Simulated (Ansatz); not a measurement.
The cluster Be5, relaxed as a singlet with RKS PBE/def2-TZVP in Ansatz, starting from the GFN2-xTB geometry. Force threshold 0.02 eV/Å.

The restricted singlet is unstable towards broken spin symmetry in Hartree–Fock (as tested in another run); at PBE/def2-TZVP this wasn't settled. Another isomer (singlet) lies 1.86 eV lower at PBE0/def2-TZVP; other spin states weren't run for this one.

Start:

Cartesian coordinates in Å:
```
Be 0.5527 1.3406 -0.9743
Be -0.6816 -0.1802 -1.6005
Be 0.0874 -0.7197 1.5882
Be -0.9842 -1.4481 -0.0086
Be 1.0257 1.0073 0.9952
```

Task: Estimate the energy that the relaxation releases and the steps that it takes.

Result: 0.13 eV, in 3 steps; 3 s on 4 threads of Arm Neoverse V2 on a shared host. No frequencies were taken in this run, so the end may be a saddle point.

Task: Does the start keep its bonding and symmetry?

Result: By distances, no bond broke or formed. The bond that changes most is Be1–Be5, from 2.05 to 2.15 Å (atoms count from 1). Point group D5h at the start, D5h at the end, both within 0.05 Å.

Task: Predict the relaxed structure.

Result: 
```tsv
atom	x (Å)	y (Å)	z (Å)
Be1	0.5800	1.4041	-1.0235
Be2	-0.7189	-0.1860	-1.6749
Be3	0.0856	-0.7527	1.6676
Be4	-1.0241	-1.5195	-0.0117
Be5	1.0774	1.0541	1.0425
```
Bond lengths (bridged metal pairs left out): 5 × Be–Be 2.15 Å.
